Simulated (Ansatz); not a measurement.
`[BH2][GeH2][O][SiH2]F` + `CBS` → `BSBC` + `F[SiH2][O][GeH3]`  (cleavage of the B–Ge bond)

Program: Ansatz. Geometries: PBE0-D4/def2-TZVP. ΔE: electronic, gas phase. CBS: MP2 limit from def2 TZ/QZ plus the TZ coupled-cluster correction, frozen cores. Functionals use def2-TZVPP. B3LYP here is the variant with VWN-RPA as its local correlation; programs differ in this. For Ge outer-core shells are correlated without core-valence functions, which leaves a few kJ/mol of doubt a bond. Scalar relativity is left out up to krypton. One conformer a species, not always the lowest.

(1) Is it downhill or uphill in electronic energy at CCSD(T)/CBS, and by how much? (An estimate is asked.)

(2) What do these levels give: PBE-D4, ωB97X-V, B2PLYP, r2SCAN, PBE0, B3LYP, MP2/def2-TZVPP, SCS-MP2/def2-TZVPP, CCSD/def2-TZVPP, SCS-MP2/def2-QZVPP, HF/CBS(def2), CCSD/CBS(def2)? (Best estimate.)

Largest T1 diagnostic among the species: 0.013.

Results:

(1) The calculation gave: Downhill: ΔE = -20.4 kcal/mol.

(2) Computed: PBE-D4 -20.6, ωB97X-V -20.5, B2PLYP -21.1, r2SCAN -21.0, PBE0 -20.6, B3LYP -20.3, MP2/def2-TZVPP -22.3, SCS-MP2/def2-TZVPP -21.5, CCSD/def2-TZVPP -19.9, SCS-MP2/def2-QZVPP -21.6, HF/CBS(def2) -20.6, CCSD/CBS(def2) -19.8 kcal/mol.
